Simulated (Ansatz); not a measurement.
AsAsAsSb tetrahedron (SbAs₃), relaxed as a singlet with RKS PBE0-D4/def2-SVP in Ansatz, starting from the GFN2-xTB geometry. Force threshold 0.02 eV/Å.

In the def2 sets Sb takes a core potential; there is no spin–orbit coupling.

Start:

```xyz
4

As   -0.654   -0.206    1.313
As    1.369    0.498    0.267
As   -0.733    1.087   -0.688
Sb    0.018   -1.379   -0.892
```

```json
{"step": "1", "energy (eV)": "-189020.4717", "largest force component (eV/Å)": "1.002", "SCF passes": "13"}
{"step": "2", "energy (eV)": "-189020.5200", "largest force component (eV/Å)": "0.618", "SCF passes": "20"}
{"step": "3", "energy (eV)": "-189020.5470", "largest force component (eV/Å)": "0.016", "SCF passes": "20"}
```

Force components are those of the run's own axes.

End:

Cartesian coordinates in Å:
```
As -0.670 -0.217 1.341
As 1.403 0.504 0.270
As -0.751 1.108 -0.708
Sb 0.019 -1.395 -0.903
```

By distances, no bond broke or formed. The bond that changes most is As2–As3, from 2.38 to 2.44 Å (atoms count from 1).

No frequencies were taken in this run, so the end may be a saddle point.

It took 23 s on 4 threads of Intel Xeon on a shared host.
